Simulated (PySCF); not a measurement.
An unknown gives this computed stick spectrum. Theory: PySCF, TDDFT B3LYP/def2-SVPD, vertical, gas phase, core orbitals frozen in the response. Geometries: GFN2-xTB, one conformer each.

| state | E (eV) | f | main configurations (H = HOMO, L = LUMO) |
| --- | --- | --- | --- |
| S1 | 5.98 | 0.050 | H→L (56%), H→L+1 (35%) |
| S2 | 6.19 | 0.035 | H→L+1 (58%), H→L (22%) |
| S3 | 6.53 | 0.0044 | H-1→L (51%), H→L+3 (14%), H→L+2 (13%) |
| S4 | 6.55 | 0.010 | H→L+3 (55%), H-2→L (18%) |
| S5 | 6.63 | 0.023 | H→L+2 (62%), H-1→L (15%), H-1→L+3 (8%) |
| S6 | 6.79 | 0.025 | H-2→L (47%), H-1→L+3 (20%) |
| S7 | 6.82 | 0.025 | H→L+4 (77%) |
| S8 | 7.01 | 0.020 | H-2→L+3 (36%), H-1→L+3 (25%), H→L+3 (13%) |

Triplets computed (Tamm–Dancoff): 4.38, 5.47, 5.90 eV.

Question: Which structure fits? All have the formula C7H10O.
A. `O=C1C[C@@H]2CC[C@H]1C2`
B. `C#CCC(=C)OCC`
C. `O=C(C1CC1)C1CC1`

Answer: B. Its S1, at 5.98 eV, is the highest among the candidates; the nearest of the others has S1 at 4.53 eV. S1 is HOMO→LUMO (56%), HOMO→LUMO+1 (35%). Löwdin shares by element: HOMO carbon 57% or more, oxygen 21%, hydrogen 4% or more (atoms not listed hold the other 17%); LUMO carbon 57% or more (atoms not listed hold the other 43%). At the same level the other candidates give, for their lowest levels:
- `O=C(C1CC1)C1CC1`: 4.53 eV (f 0.000); 6.64 eV (f 0.018); 6.66 eV (f 0.001); 6.83 eV (f 0.342); 6.87 eV (f 0.032); T1 4.07 eV; HOMO -6.99, LUMO -0.77 eV
- `O=C1C[C@@H]2CC[C@H]1C2`: 4.28 eV (f 0.000); 6.19 eV (f 0.005); 6.95 eV (f 0.024); 7.03 eV (f 0.013); 7.11 eV (f 0.005); T1 3.77 eV; HOMO -6.72, LUMO -0.68 eV

The values belong to the conformer `[CH:1]#[C:2][CH2:3][C:4](=[CH2:5])[O:6][CH2:7][CH3:8]`: C2–C3–C4–C5 -79°, C3–C4–O6–C7 -176°, C4–O6–C7–C8 178°.
